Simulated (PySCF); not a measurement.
C3H9O2 (cation, charge +1), SMILES CC([OH2+])CO, B3LYP/def2-SVP optimised geometry.

```
14

C     -0.30    -0.84     1.20
C      0.29    -0.14     0.00
O     -0.10     1.33     0.00
C     -0.24    -0.57    -1.37
O      0.05     0.55    -2.21
H     -1.39    -0.75     1.22
H      0.13    -0.46     2.14
H     -0.04    -1.91     1.14
H      1.39    -0.14     0.00
H      0.49     1.91     0.51
H     -0.07     1.51    -1.02
H     -1.32    -0.77    -1.33
H      0.29    -1.48    -1.71
H     -0.41     0.51    -3.06
```

Density from B3LYP/def2-TZVP in PySCF at that geometry.

Minimum of the electron density along straight lines between bonded atoms, close to the bond critical point (lines longer than 1.1 times the sum of covalent radii, or with two minima, are not listed):

```
bond    length / Å  ρ at the minimum / e bohr⁻³  ∇²ρ there / e bohr⁻⁵  position (fraction from the first atom)
------  ----------  ---------------------------  --------------------  ---------------------------------------
C1–C2        1.504                        0.261                 -0.69                                     0.46
C2–O3        1.525                   (withheld)                 -0.24                                     0.37
C2–C4        1.531                        0.258                 -0.68                                     0.51
C4–O5        1.430                        0.250            (withheld)                                     0.36
C1–H6        1.100                        0.276                 -0.94                                     0.65
C1–H7        1.100                        0.275                 -0.94                                     0.65
C1–H8        1.102                        0.272                 -0.92                                     0.65
C2–H9        1.101                        0.288                 -1.04                                     0.66
O3–H10       0.976                        0.341                 -2.41                                     0.82
O3–H11       1.041                        0.276            (withheld)                                     0.81
C4–H12       1.103                        0.283                 -1.00                                     0.65
C4–H13       1.102                        0.284                 -1.01                                     0.66
O5–H14       0.970                        0.349                 -2.43                                     0.81
```

**Question.** Fill in the missing entries.

**Answer.** 
- C2–O3, ρ at the minimum / e bohr⁻³: 0.189
- C4–O5, ∇²ρ there / e bohr⁻⁵: -0.53
- O3–H11, ∇²ρ there / e bohr⁻⁵: -1.70
